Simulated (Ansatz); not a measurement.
Bi3S3⁺, relaxed as a singlet with RKS PBE-D4/def2-SVP in Ansatz, starting from the GFN1-xTB geometry. Force threshold 0.02 eV/Å.

In the def2 sets Bi takes a core potential; there is no spin–orbit coupling. The restricted singlet is unstable towards broken spin symmetry in Hartree–Fock (as tested in another run); at PBE-D4/def2-SVP this wasn't settled. The structure comes from a short search, and lower isomers may exist.

Start:

```
atom    x (Å)    y (Å)    z (Å)
 Bi1  -0.8649   1.3993  -1.3294
 Bi2  -0.0221  -1.8196   0.1202
 Bi3   0.5123   1.5551   1.3424
  S4  -1.5828   0.1321   0.8104
  S5   1.8345  -0.5345   1.1732
  S6   0.1229  -0.7324  -2.1168
```

Estimate the energy that the relaxation releases and the steps that it takes.

0.38 eV, in 6 steps; 16 s on 4 threads of Arm Neoverse N1 on a shared host. No frequencies were taken in this run, so the end may be a saddle point.

Does the start keep its bonding and symmetry?

By distances, no bond broke or formed. The bond that changes most is Bi2–S4, from 2.59 to 2.76 Å (atoms count from 1). Point group Cs at the start, Cs at the end, both within 0.05 Å.

Predict the relaxed structure.


Cartesian coordinates in Å:
```
Bi -0.8842 1.4245 -1.3853
Bi 0.0310 -1.8521 0.0932
Bi 0.5499 1.5876 1.3812
S -1.6916 0.1600 0.8674
S 1.9081 -0.5565 1.2782
S 0.0869 -0.7635 -2.2347
```
Bond lengths (bridged metal pairs left out): 7 × Bi–S 2.54 to 2.76 Å.
